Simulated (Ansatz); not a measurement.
Stepwise reaction of `S[SiH](Cl)Cl` with ammonia, as a gas-phase model of exchange steps in deposition or etching. ΔE in kJ/mol; ΔG adds harmonic PBE0-D4 terms to CCSD(T)/CBS, at 1 bar.

Calculated with Ansatz (gas phase, PBE0-D4/def2-TZVP geometries, no zero-point term in ΔE). CCSD(T)/CBS adds triple-zeta CCSD(T) − MP2 to the extrapolated MP2 energy (def2 sets, frozen cores). This one scheme is used for every species. Functionals use def2-TZVPP. B3LYP here is the variant with VWN-RPA as its local correlation; programs differ in this. One conformer a species, not always the lowest.

```csv
step,reaction,PBE-D4,B3LYP-D4,ωB97M-V,CCSD(T)/CBS,ΔG(400 K)
1,`S[SiH](Cl)Cl` + NH₃ → `N[SiH](S)Cl` + HCl,33.0,28.4,29.2,29.5,24.5
```

Question: Give the row of step 2, `N[SiH](S)Cl` + NH₃ → `N[SiH](N)S` + HCl. (An estimate is asked.)

Answer: Computed: 
| step | reaction | PBE-D4 | B3LYP-D4 | ωB97M-V | CCSD(T)/CBS | ΔG(400 K) |
| --- | --- | --- | --- | --- | --- | --- |
| 2 | `N[SiH](S)Cl` + NH₃ → `N[SiH](N)S` + HCl | 46.9 | 42.8 | 43.4 | 42.4 | 36.8 |

Question: By hand: ΔE of the 2 steps together at CCSD(T)/CBS.

Answer: (29.5) + (42.4) = 71.9 kJ/mol, or 36.0 kJ/mol a step.

In ΔE each step is higher than the one before. All are uphill at CCSD(T)/CBS. ΔG lies between 24.5 and 36.8 kJ/mol a step. PBE-D4 differs from CCSD(T)/CBS by 3.5 to 4.5 kJ/mol a step. Isolated molecules leave out the surface, adducts and barriers. Largest T1 diagnostic: 0.010.
